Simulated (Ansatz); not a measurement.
Nudged elastic band run: C₄H₉NSi

input.yaml

```yaml
crystal:
  periodic: [false, false, false]
  atoms:
    - { symbol: C, position_ang: [0.025231, -2.163273, 0.348026] }
    - { symbol: C, position_ang: [-0.423283, -0.914589, 0.512394] }
    - { symbol: C, position_ang: [0.155786, 0.255307, -0.168414] }
    - { symbol: Si, position_ang: [1.618871, 0.065517, -1.366767] }
    - { symbol: "N", position_ang: [-0.248484, 1.468203, -0.038674] }
    - { symbol: C, position_ang: [-1.362479, 1.770042, 0.842471] }
    - { symbol: H, position_ang: [0.86102, -2.399455, -0.307845] }
    - { symbol: H, position_ang: [-0.429887, -3.002796, 0.865513] }
    - { symbol: H, position_ang: [-1.264458, -0.745016, 1.181948] }
    - { symbol: H, position_ang: [2.797492, -0.539408, -0.678542] }
    - { symbol: H, position_ang: [1.260774, -0.840541, -2.497846] }
    - { symbol: H, position_ang: [1.979534, 1.403508, -1.892435] }
    - { symbol: H, position_ang: [-2.290902, 1.288375, 0.506744] }
    - { symbol: H, position_ang: [-1.174571, 1.452994, 1.877156] }
    - { symbol: H, position_ang: [-1.526445, 2.850533, 0.845771] }
basis:
  gaussian: { orbitals: "6-31G*" }
hamiltonian:
  xc: pbe0
  dispersion: d4
neb:
  order_check: false
  images: 6
  f_tol: 0.05
  max_iterations: 60
  climbing: false
  final_atoms:
    - { symbol: C, position_ang: [0.23531167, -2.09795979, 0.58860266] }
    - { symbol: C, position_ang: [-0.32362797, -0.88420084, 0.6267196] }
    - { symbol: C, position_ang: [0.12246347, 0.24415303, -0.20638268] }
    - { symbol: Si, position_ang: [1.55339217, 0.04609849, -1.44196942] }
    - { symbol: "N", position_ang: [-0.38230203, 1.42611218, -0.19196166] }
    - { symbol: C, position_ang: [-1.48530438, 1.7313234, 0.70208329] }
    - { symbol: H, position_ang: [1.06828583, -2.33421483, -0.07059502] }
    - { symbol: H, position_ang: [-0.12113223, -2.90715518, 1.21877394] }
    - { symbol: H, position_ang: [-1.15487058, -0.71209601, 1.3078034] }
    - { symbol: H, position_ang: [1.24327423, -1.01274907, -2.44782292] }
    - { symbol: H, position_ang: [1.7698143, 1.34117134, -2.12921678] }
    - { symbol: H, position_ang: [2.80599763, -0.3687544, -0.74339156] }
    - { symbol: H, position_ang: [-2.37282462, 1.12175501, 0.48376418] }
    - { symbol: H, position_ang: [-1.22065294, 1.57419314, 1.75672438] }
    - { symbol: H, position_ang: [-1.75962556, 2.78172454, 0.57636858] }
  initial_path:
    images:
      - { positions_ang: [[0.025231, -2.163273, 0.348026], [-0.423283, -0.914589, 0.512394], [0.155786, 0.255307, -0.168414], [1.618871, 0.065517, -1.366767], [-0.248484, 1.468203, -0.038674], [-1.362479, 1.770042, 0.842471], [0.86102, -2.399455, -0.307845], [-0.429887, -3.002796, 0.865513], [-1.264458, -0.745016, 1.181948], [2.797492, -0.539408, -0.678542], [1.260774, -0.840541, -2.497846], [1.979534, 1.403508, -1.892435], [-2.290902, 1.288375, 0.506744], [-1.174571, 1.452994, 1.877156], [-1.526445, 2.850533, 0.845771]] }
      - { positions_ang: [[0.07951269, -2.17894127, 0.41503938], [-0.39833098, -0.92121005, 0.53734368], [0.13724568, 0.25212954, -0.18179426], [1.62709293, 0.07042458, -1.39151414], [-0.28122881, 1.45715163, -0.07787378], [-1.39393029, 1.76785714, 0.81017403], [0.90387653, -2.42504434, -0.2375827], [-0.37238006, -2.98082332, 0.96070648], [-1.23303948, -0.7388748, 1.22118787], [2.60221202, -0.75436732, -0.90747062], [1.2166249, -0.4775838, -2.58679925], [2.19150219, 1.29167926, -1.664847], [-2.32604829, 1.25825227, 0.49591751], [-1.18885679, 1.49604615, 1.85464346], [-1.58605325, 2.83270531, 0.78236932]] }
      - { positions_ang: [[0.13379438, -2.19460953, 0.48205277], [-0.37337895, -0.9278311, 0.56229336], [0.11870535, 0.24895208, -0.19517451], [1.63531485, 0.07533217, -1.41626128], [-0.31397363, 1.44610025, -0.11707357], [-1.42538159, 1.76567228, 0.77787707], [0.94673307, -2.45063367, -0.16732039], [-0.31487311, -2.95885065, 1.05589996], [-1.20162096, -0.7327336, 1.26042773], [2.40693205, -0.96932663, -1.13639923], [1.1724758, -0.11462659, -2.67575249], [2.40347038, 1.17985052, -1.437259], [-2.36119457, 1.22812954, 0.48509103], [-1.20314257, 1.5390983, 1.83213092], [-1.6456615, 2.81487762, 0.71896763]] }
      - { positions_ang: [[0.18807607, -2.2102778, 0.54906615], [-0.34842693, -0.93445214, 0.58724304], [0.10016503, 0.24577462, -0.20855477], [1.64353678, 0.08023975, -1.44100842], [-0.34671844, 1.43504888, -0.15627335], [-1.45683288, 1.76348742, 0.7455801], [0.9895896, -2.47622301, -0.09705809], [-0.25736617, -2.93687797, 1.15109345], [-1.17020244, -0.72659239, 1.2996676], [2.21165207, -1.18428595, -1.36532785], [1.1283267, 0.24833061, -2.76470574], [2.61543857, 1.06802178, -1.209671], [-2.39634086, 1.19800681, 0.47426454], [-1.21742836, 1.58215045, 1.80961839], [-1.70526975, 2.79704993, 0.65556595]] }
      - { positions_ang: [[0.2180876, -2.20094734, 0.58343425], [-0.33419049, -0.93011098, 0.60357527], [0.09540467, 0.24418119, -0.21397886], [1.63418266, 0.07746568, -1.45175162], [-0.3658353, 1.42903591, -0.17817159], [-1.47437936, 1.75795619, 0.72552471], [1.01919901, -2.46690298, -0.06316524], [-0.21325834, -2.923215, 1.20155929], [-1.1545471, -0.72188954, 1.31764694], [1.98962096, -1.2519061, -1.61808226], [1.20104675, 0.56000381, -2.71204442], [2.7335048, 0.81484144, -1.04552193], [-2.40804409, 1.17420395, 0.47098171], [-1.22401149, 1.59946461, 1.79241387], [-1.73858126, 2.78722015, 0.61707989]] }
      - { positions_ang: [[0.22382895, -2.16661816, 0.58515705], [-0.33066965, -0.9148076, 0.61129004], [0.10442427, 0.24417181, -0.2114468], [1.60725249, 0.06700995, -1.44849088], [-0.37132421, 1.42806133, -0.18276828], [-1.47802103, 1.74907859, 0.7177109], [1.03556128, -2.4226736, -0.06564183], [-0.18254964, -2.91786173, 1.20729751], [-1.15465492, -0.71862503, 1.31436576], [1.74083871, -1.17218709, -1.89466248], [1.39063593, 0.82039298, -2.51776854], [2.75766908, 0.42030949, -0.94481181], [-2.39630427, 1.15672097, 0.47524253], [-1.22289197, 1.59104079, 1.78051738], [-1.74559602, 2.78538828, 0.60350945]] }
      - { positions_ang: [[0.22957031, -2.13228897, 0.58687986], [-0.32714881, -0.89950422, 0.61900482], [0.11344387, 0.24416242, -0.20891474], [1.58032233, 0.05655422, -1.44523015], [-0.37681312, 1.42708675, -0.18736497], [-1.48166271, 1.740201, 0.7098971], [1.05192356, -2.37844422, -0.06811843], [-0.15184093, -2.91250845, 1.21303573], [-1.15476275, -0.71536052, 1.31108458], [1.49205647, -1.09246808, -2.1712427], [1.58022512, 1.08078216, -2.32349266], [2.78183336, 0.02577754, -0.84410169], [-2.38456445, 1.13923799, 0.47950336], [-1.22177245, 1.58261697, 1.76862088], [-1.75261079, 2.78355641, 0.58993902]] }
      - { positions_ang: [[0.23531167, -2.09795979, 0.58860266], [-0.32362797, -0.88420084, 0.6267196], [0.12246347, 0.24415303, -0.20638268], [1.55339217, 0.04609849, -1.44196942], [-0.38230203, 1.42611218, -0.19196166], [-1.48530438, 1.7313234, 0.70208329], [1.06828583, -2.33421483, -0.07059502], [-0.12113223, -2.90715518, 1.21877394], [-1.15487058, -0.71209601, 1.3078034], [1.24327423, -1.01274907, -2.44782292], [1.7698143, 1.34117134, -2.12921678], [2.80599763, -0.3687544, -0.74339156], [-2.37282462, 1.12175501, 0.48376418], [-1.22065294, 1.57419314, 1.75672438], [-1.75962556, 2.78172454, 0.57636858]] }
```

Command:

```bash
$ ansatz run input.yaml --threads 2 --pin off --max-ram 3072MiB --backend cpu --events-out ev --progress --plain --runs-dir out
```

Output, in part (warnings, iteration lines, the closing report on the highest movable image, with atoms numbered from 0):

```
NEB end point (image 0): max|allowed force component| = 1.154e-2 eV/Å (the criterion of neb.relax_end_points is 1.000e-2)
NEB end point (image 7): max|allowed force component| = 1.419e-2 eV/Å (the criterion of neb.relax_end_points is 1.000e-2)
NEB iter   1: max|band force component| = 4.672e0 eV/Å  barrier→ = 1.2097 eV  barrier← = 1.2097 eV  Δτ_max = 0.1277 Å  (229 SCF iters)
NEB iter   2: max|band force component| = 1.644e0 eV/Å  barrier→ = 0.1891 eV  barrier← = 0.1892 eV  Δτ_max = 0.1908 Å  (188 SCF iters)
NEB iter   3: max|band force component| = 1.316e0 eV/Å  barrier→ = 0.1741 eV  barrier← = 0.1741 eV  Δτ_max = 0.1390 Å  (185 SCF iters)
NEB iter   4: max|band force component| = 2.359e-1 eV/Å  barrier→ = 0.0150 eV  barrier← = 0.0151 eV  Δτ_max = 0.0309 Å  (185 SCF iters)
NEB iter   5: max|band force component| = 6.802e-2 eV/Å  barrier→ = 0.0108 eV  barrier← = 0.0109 eV  Δτ_max = 0.0113 Å  (172 SCF iters)
NEB iter   6: max|band force component| = 4.909e-2 eV/Å  barrier→ = 0.0098 eV  barrier← = 0.0099 eV  Δτ_max = 0.0000 Å  (322 SCF iters)
Total energy: -13650.14942186 eV, -501.6337388496 hartree
Atom 0 at     0.170664    -2.158888     0.612442 Å, force    -0.000125     0.026939    -0.001017 eV/Å
Atom 1 at    -0.351298    -0.927024     0.619398 Å, force    -0.012889    -0.025984     0.006066 eV/Å
Atom 2 at     0.126965     0.189116    -0.208710 Å, force    -0.006357    -0.012607     0.010700 eV/Å
Atom 3 at     1.564391     0.089230    -1.450376 Å, force     0.013588     0.004262    -0.008907 eV/Å
Atom 4 at    -0.345926     1.383385    -0.189265 Å, force     0.003617    -0.000925    -0.006534 eV/Å
Atom 5 at    -1.439775     1.728239     0.700671 Å, force     0.004641    -0.000033    -0.002635 eV/Å
Atom 6 at     1.004763    -2.431236    -0.027844 Å, force     0.002754     0.003302    -0.002836 eV/Å
Atom 7 at    -0.226090    -2.939342     1.254985 Å, force    -0.001070    -0.013105     0.000019 eV/Å
Atom 8 at    -1.190308    -0.724918     1.283453 Å, force     0.005816     0.010902     0.002425 eV/Å
Atom 9 at     2.058686    -1.299041    -1.691932 Å, force     0.001152     0.006120    -0.001745 eV/Å
Atom 10 at     1.108916     0.648371    -2.748956 Å, force    -0.001304     0.000163     0.006370 eV/Å
Atom 11 at     2.705421     0.892366    -0.932883 Å, force    -0.009134    -0.003858    -0.000024 eV/Å
Atom 12 at    -2.347938     1.151750     0.476844 Å, force     0.000451     0.001416     0.001271 eV/Å
Atom 13 at    -1.185082     1.559500     1.756016 Å, force    -0.001079    -0.000209    -0.001068 eV/Å
Atom 14 at    -1.675189     2.787894     0.575656 Å, force    -0.000060     0.003619    -0.002086 eV/Å
Dipole moment:    -0.225953    -0.320998     0.314922 e Å
```

The forces met the threshold. No image climbed, so the highest image needn't sit at the top of the path.

Final band (atoms are numbered from 1 in the order of the input):

```csv
image,path coordinate (Å),energy (kJ/mol),dihedral C2–C3–Si4–H12 (°)
0,0.00,0.0,180
1,0.68,0.3,-165
2,1.36,0.8,-148
3,2.05,0.9,-130
4,2.73,0.9,-111
5,3.41,0.8,-92
6,4.09,0.3,-75
7,4.77,0.0,-59
```

Run time: 4.6 min on 2 threads of Arm Neoverse N1 (shared host), peak memory 0.28 GiB.
